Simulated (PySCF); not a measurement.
**Relative stability**

Two relaxed structures of BSiH₃Te, singlet (PBE0-D4/def2-TZVP; forces vanish, vibrations not checked).

A:

```tsv
atom	x (Å)	y (Å)	z (Å)
B1	-0.5747	-0.9694	-0.3051
Si2	0.6015	0.4610	0.2837
Te3	-1.6957	0.7901	-0.6656
H4	-0.8127	-2.1160	-0.4795
H5	1.7063	0.9963	-0.5480
H6	0.7543	0.8526	1.7054
```

B:

B1  (-0.719, 0.079, -0.174)
Si2  (1.158, 0.494, 0.323)
Te3  (-2.546, -0.325, -0.659)
H4  (1.960, -0.757, 0.322)
H5  (1.731, 1.450, -0.659)
H6  (1.189, 1.100, 1.680)
(Å)

Program: PySCF 2.14 with density fitting (its default auxiliary sets; JK sets also for MP2 and CCSD(T)). Basis: def2-TZVPP. Cores are frozen in the correlated methods. Filled d shells of the heavier atoms are correlated. Core potentials replace the inner electrons of the atoms past krypton. The def2 sets are not built for correlating such inner shells, so the correlated values are less sure here. B3LYP uses VWN-RPA correlation.

Problem. Which structure is lower at CCSD(T), and by how much? (Judge from chemistry; the value comes from the calculation.)

Solution. The calculation gives: A, by 0.38 kcal/mol (electronic energy, against the other); a gap this small isn't resolved in one triple-zeta basis. By their contacts, A is BSiH₃Te ([BH]1[SiH2][Te]1) and B is BSiH₃Te ([SiH3][B][Te]).

Problem. Do the other methods give the same order? (A judgement: the text doesn't fix the answer.)

Solution. The calculation gives: Not all: HF gives the other order.

```tsv
method	E(B) − E(A) (kcal/mol)
PBE-D4	5.91
r2SCAN-D4	5.11
PBE0-D4	6.72
B3LYP-D4	1.78
wB97M-V	4.84
HF	-1.22
MP2	1.61
CCSD	0.89
CCSD(T)	0.38
```

The T1 diagnostic stays at or below 0.020.

Labels in which every atom is bracketed show which atoms are joined, not bond orders.

For scale, one of the runs: CCSD(T)/def2-TZVPP, 165 basis functions, launched by `OMP_NUM_THREADS=2 python run.py`. Time: 3.3 min of wall clock on 2 CPU threads of an AMD EPYC 7B13; the host was shared. Peak host memory: 1.6 GiB.
